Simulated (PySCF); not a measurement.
**Dipole response of Zn (zinc, neutral)**

[Ar] 3d10 4s2, closed-shell 1S. Calculation: PySCF 2.14, in aug-cc-pVQZ-PP with ECP10MDF (7s7p6d4f3g2h, 135 functions); a scalar-relativistic core potential. Coupled (time-dependent) response in atomic units; α is the mean over directions.

```csv
method,mean α (bohr³),C₆ (like pair),S(−4)
BHandHLYP,41.75,308.0,903.5
MN15,41.81,314.2,867.0
```

S(−4) is the Cauchy moment in α(ω) = α(0) + S(−4) ω² + …

Reference α: 38.67 ± 0.3 bohr³ (recommended; Schwerdtfeger and Nagle, table of static dipole polarizabilities (2023 update)). Published C₆: 284.0 (Chu and Dalgarno (2004); Tang, Norbeck and Certain (1976)).

α(iu) at BHandHLYP:

```json
{"u (hartree)": "0", "α(iu) (bohr³)": "41.75"}
{"u (hartree)": "0.0500", "α(iu) (bohr³)": "39.62"}
{"u (hartree)": "0.100", "α(iu) (bohr³)": "34.46"}
{"u (hartree)": "0.200", "α(iu) (bohr³)": "23.21"}
{"u (hartree)": "0.300", "α(iu) (bohr³)": "15.64"}
{"u (hartree)": "0.500", "α(iu) (bohr³)": "8.406"}
{"u (hartree)": "0.750", "α(iu) (bohr³)": "4.956"}
{"u (hartree)": "1.00", "α(iu) (bohr³)": "3.415"}
{"u (hartree)": "1.50", "α(iu) (bohr³)": "2.038"}
{"u (hartree)": "2.00", "α(iu) (bohr³)": "1.413"}
{"u (hartree)": "3.00", "α(iu) (bohr³)": "0.8341"}
{"u (hartree)": "5.00", "α(iu) (bohr³)": "0.4121"}
```

A single London oscillator, α(iu) = α/(1 + u²/ω²), gives C₆ = (3/4) ω α². Matching the computed C₆ needs ω = 4 × 308.0 / (3 × 41.75²) = 0.236 hartree.

Energies and moments cover only the electrons outside the core potential.
